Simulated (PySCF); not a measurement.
Diatomic cations of Rb with group 15

r²SCAN with double-zeta basis sets in PySCF, for the lowest determinant that a PBE0 search found; no spin–orbit coupling. De refers to high-spin ground-configuration atoms (the charge goes to the atom of lower measured ionisation energy or higher electron affinity, which is not always the lowest computed limit). A positive dipole points towards Rb; it is taken about the centre of mass and depends on that origin.

```
 M     basis  charged atom  state (unpaired electrons)  Re (Å)  ωe (cm⁻¹)  De (eV)  μ (D)
 P  def2-SVP           Rb+         quartet (σ ↑, π ↑↑)   3.774       64.3     0.13   3.80
As  def2-SVP           Rb+         quartet (σ ↑, π ↑↑)   3.865       46.4     0.13   7.49
Sb  def2-SVP           Rb+         quartet (σ ↑, π ↑↑)   4.075       38.2     0.11   9.98
Bi  def2-SVP           Rb+         quartet (σ ↑, π ↑↑)   4.128       34.9      n/a  12.39
```

The shortest bond is that of RbP⁺ (3.774 Å), the longest that of RbBi⁺ (4.128 Å).

Down a group the atoms grow and get heavier, so bonds lengthen and wavenumbers fall; this series shows no clear exception.

Weak bonds: RbAs⁺, RbP⁺, RbSb⁺. Basis-set superposition, not corrected here, can be much of De in a small basis, most of all at correlated wavefunction levels. Spin–orbit coupling is left out, which matters for elements this heavy, above all for dissociation energies. For an ion De counts to the pair picked by the measured ionisation energies or electron affinities, which need not be the lowest pair at this level. States were picked by a PBE0 search and need not be the measured ground states.
